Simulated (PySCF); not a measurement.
C4H6F2. Atoms are numbered in the order given.

```xyz
12

C      0.0000     1.2856    -1.4013
C      0.0000     0.0000    -0.6347
C      0.0000    -1.2856    -1.4013
C      0.0000     0.0000     0.6961
F      0.0000    -1.0782     1.4530
F      0.0000     1.0782     1.4530
H      0.8856     1.3476    -2.0558
H      0.0000     2.1630    -0.7419
H     -0.8856     1.3476    -2.0558
H      0.0000    -2.1630    -0.7419
H     -0.8856    -1.3476    -2.0558
H      0.8856    -1.3476    -2.0558
```
Charge 0, spin multiplicity 1.

The structure is a stationary point at PBE0-D3(BJ)/def2-SVP.

Level of theory: M06-2X/def2-TZVP run with PySCF.

- total energy = -355.70596 hartree
- point group = C2v
- highest occupied level = -8.12 eV
- lowest empty level = 1.78 eV
- orbital gap = 9.90 eV
- dipole moment = 1.79 D
- quadrupole, principal values (traceless, Buckingham form, about the centre of nuclear charge) = -0.50, 0.18, 0.31 D·Å
- mean static polarisability = 49.6 bohr³ (7.35 Å³)
- polarisability, principal values = 38.2, 50.1, 60.6 bohr³
